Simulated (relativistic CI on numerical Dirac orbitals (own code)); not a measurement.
Ga28+: sensitivity of the levels to the model

Base calculation: Dirac-Coulomb-Breit CI, KLI orbitals optimised for each configuration, QED by a radiative potential, unscaled Slater integrals.

CI space (outside the closed core 1s2): 2s, 2p, 3s, 3p, 3d, 4s, 4p, 4d, 4f, 5s, 5p, 5d, 5f, 5g, 6s, 6p, 6d. Levels of other configurations are missing.

Variants: (1) QED terms removed. Shifts of the energy above 2s 2S_1/2, in eV, for the lowest level and the first level of each name with at least 55 % of one term (blank where a level changes its place among those of its configuration and J or its character, or is not in the variant):

```
     Level     Base   Δ(1)
 2s 2S_1/2     0.00   0.00
2p 2P°_1/2    59.79  +0.94
2p 2P°_3/2    93.90  +0.87
 3s 2S_1/2  1674.96  +0.65
3p 2P°_1/2  1691.56  +0.92
3p 2P°_3/2  1701.66  +0.90
 3d 2D_3/2  1707.79  +0.91
 3d 2D_5/2  1710.98  +0.91
 4s 2S_1/2  2252.75  +0.80
4p 2P°_1/2  2259.59  +0.92
4p 2P°_3/2  2263.84  +0.91
 4d 2D_3/2  2266.38  +0.91
 4d 2D_5/2  2267.73  +0.91
4f 2F°_5/2  2267.86  +0.91
```

At this charge energies of transitions that change n are usually good to better than 1 %, and those within a shell (Δn = 0) to a few per cent.

Ionisation energy from the two ground configurations alone: base 2984.18 eV; QED terms removed 2985.09 eV. The NIST ASD value (theoretical) is 2984.43 eV.
